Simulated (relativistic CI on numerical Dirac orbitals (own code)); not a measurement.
Slater and spin-orbit integrals, As VIII

Computed by Dirac-Coulomb-Breit CI, KLI orbitals optimised for each configuration, QED by a radiative potential, unscaled Slater integrals (own radial code, finite nucleus).

Slater integrals F^k, G^k are unscaled and averaged over j, outside the closed core [Ne]; ζ comes from projecting the Hamiltonian with its Breit term on Σ l·s of the shell.

- 3s2 3p6 3d8: F^2(3d,3d) = 159510, F^4(3d,3d) = 100790, ζ(3d) = 2404.8 cm⁻¹; <r>(3d) = 0.6088, <r^2>(3d) = 0.4494 (bohr units).
- 3s2 3p5 3d9: ζ(3p) = 28116, F^2(3p,3d) = 159000, G^1(3p,3d) = 191500, G^3(3p,3d) = 119460, ζ(3d) = 2355.8 cm⁻¹; <r>(3p) = 0.5973, <r^2>(3p) = 0.4158, <r>(3d) = 0.6098, <r^2>(3d) = 0.451 (bohr units).
- 3s2 3p6 3d7 4s: F^2(3d,3d) = 164440, F^4(3d,3d) = 104110, ζ(3d) = 2540.1, G^2(3d,4s) = 16742 cm⁻¹; <r>(3d) = 0.5934, <r^2>(3d) = 0.4257, <r>(4s) = 1.424, <r^2>(4s) = 2.277 (bohr units).

(1) Give the Racah parameters of the d shell in 3s2 3p6 3d8.

Averages of the first 10 configurations, taken without configuration mixing, which lowers the lowest level and can move excited configurations by several eV; other configurations of the list can lie among them:

```csv
Configuration,Parity,States,Average energy above the lowest level (eV)
3s2 3p6 3d8,even,45,3.0
3s2 3p5 3d9,odd,60,107.1
3s2 3p6 3d7 4s,even,240,68.6
3s2 3p6 3d7 4p,odd,720,84.8
3s2 3p4 3d10,even,15,213.4
3s 3p6 3d9,even,20,171.0
3s2 3p6 3d6 4s2,even,210,144.8
3s2 3p6 3d7 4d,even,1200,109.2
3s2 3p6 3d6 4s 4p,odd,2520,159.5
3s2 3p6 3d7 5s,even,240,123.6
```

Results:

(1) B = F²/49 − 5F⁴/441 = 2113 cm⁻¹ and C = 35F⁴/441 = 7999 cm⁻¹.
